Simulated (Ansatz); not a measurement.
Calculated with Ansatz (gas phase, PBE0-D4/def2-TZVP geometries, no zero-point term in ΔE). CCSD(T)/CBS is the MP2 limit (def2-TZVPP, def2-QZVPP) plus CCSD(T) − MP2 in def2-TZVPP, frozen cores. This one scheme is used for every species. DFT in def2-TZVPP. B3LYP here is the variant with VWN-RPA as its local correlation; programs differ in this. Each species was taken in one conformer, which may not be the lowest.

Reaction (hydrogenolysis of a C–Cl bond): `OC(Cl)[SiH2]Cl` + H₂ → `OC[SiH2]Cl` + HCl

`OC(Cl)[SiH2]Cl`:

Z-matrix (Å, degrees):
```
C
Cl 1 1.822
Si 1 1.899 2 107.0
O 1 1.376 2 112.1 3 -125.2
H 1 1.091 2 104.6 3 119.0
Cl 3 2.057 1 104.9 2 -77.5
H 3 1.482 1 110.0 2 166.9
H 3 1.477 1 112.3 2 41.7
H 4 0.966 1 109.0 2 73.9
```

H₂:

Z-matrix (Å, degrees):
```
H
H 1 0.746
```

`OC[SiH2]Cl`:

Z-matrix (Å, degrees):
```
C
Si 1 1.882
O 1 1.416 2 112.1
H 1 1.100 2 110.1 3 -125.4
H 1 1.095 2 109.0 3 118.1
Cl 2 2.067 1 106.0 3 53.7
H 2 1.484 1 112.1 3 171.6
H 2 1.481 1 112.1 3 -63.0
H 3 0.962 1 108.3 2 -54.5
```

HCl:

Cartesian coordinates in Å:
```
Cl -0.464 -0.177 0.402
H 0.464 0.177 -0.402
```

| level | ΔE (kcal/mol) |
| --- | --- |
| LDA (SPW92) | -12.8 |
| B3LYP-D4 | -14.6 |
| r2SCAN0-D4 | -15.4 |
| CAM-B3LYP-D4 | -16.3 |
| r2SCAN0 | -15.9 |
| MP2/def2-SVP | -16.4 |
| CCSD/def2-SVP | -18.7 |
| HF/CBS(def2) | -21.8 |

(1) What does CCSD(T)/CBS give? (Estimate.)

(2) What do rigid-rotor, harmonic-oscillator terms from PBE0-D4/def2-TZVP frequencies (298.15 K, 1 bar) make of the CCSD(T)/CBS value? (An estimate is asked.)

Largest T1 diagnostic among the species: 0.011.

Answers

(1) Computed: -15.6 kcal/mol. The listed levels differ from it by 2.8, 1.0, 0.2, -0.7, -0.3, -0.8, -3.1, -6.2 kcal/mol.

(2) Ansatz gave: ΔZPE = +3.4 kcal/mol, ΔH = -12.8 kcal/mol, ΔS = 29 J/(mol·K), ΔG = -14.8 kcal/mol.

At CCSD(T), def2-SVP lies −1.7 kcal/mol from the extrapolated value and def2-TZVPP −0.8 kcal/mol. From PBE to PBE0 (25 % exact exchange), in def2-TZVPP and without D4, ΔE moves by −2.1 kcal/mol.

CCSD(T)/CBS has its own doubt, a few kJ/mol and more with outer-core shells, so smaller differences from it don't rank the levels.
